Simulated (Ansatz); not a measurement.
This geometry of CH8AlNO2Si (14 atoms, charge 0, multiplicity 1) is a first-order saddle point.

These are results of RKS PBE/def2-SVP in Ansatz, not measurements.

```xyz
14
Properties=species:S:1:pos:R:3
N -2.181 0.357 -0.602
C -1.234 0.492 0.492
Si 0.436 -0.340 0.023
O 0.127 -1.980 0.355
O 0.553 -0.040 -1.643
Al 2.615 0.407 0.898
H -2.386 1.143 -1.213
H -2.427 -0.568 -0.946
H -1.067 1.571 0.688
H -1.639 0.072 1.443
H 0.846 -2.577 0.081
H -0.373 0.138 -1.937
H 2.846 1.895 1.466
H 3.872 -0.600 0.924
```

(1) Which two structures does it join? (They come from a converged band through this point; their orientation in space is the band's.)

(2) How far does it lie above each of them?

## Answers

(1) No bond is made or broken. The height of N1 over the plane of its neighbours goes from -0.38 to 0.41 Å.

Image 0:

```xyz
14
Properties=species:S:1:pos:R:3
N -1.994 0.382 -0.835
C -1.184 0.530 0.392
Si 0.465 -0.374 0.004
O 0.117 -1.989 0.411
O 0.586 -0.121 -1.661
Al 2.616 0.401 0.914
H -2.766 1.060 -0.868
H -2.425 -0.551 -0.860
H -0.958 1.609 0.537
H -1.672 0.175 1.329
H 0.824 -2.612 0.167
H -0.341 0.157 -1.910
H 2.804 1.852 1.584
H 3.914 -0.548 0.825
```

Image 10:

```xyz
14
Properties=species:S:1:pos:R:3
N -2.417 0.188 -0.272
C -1.231 0.679 0.456
Si 0.394 -0.166 -0.079
O -0.052 -1.802 0.085
O 0.759 0.196 -1.701
Al 2.565 0.344 0.987
H -2.337 0.419 -1.272
H -2.429 -0.841 -0.230
H -1.151 1.781 0.331
H -1.388 0.519 1.546
H 0.644 -2.432 -0.172
H 0.017 0.107 -2.329
H 2.884 1.748 1.703
H 3.730 -0.769 0.975
```

(2) 0.281 eV above the first and 0.097 eV above the second. This is the barrier of this one path; another mechanism may lie lower.

Run time: 7 min on 2 threads of Intel(R) Xeon(R) Platinum 8488C (Sapphire Rapids), on a shared host, peak memory 0.19 GiB.
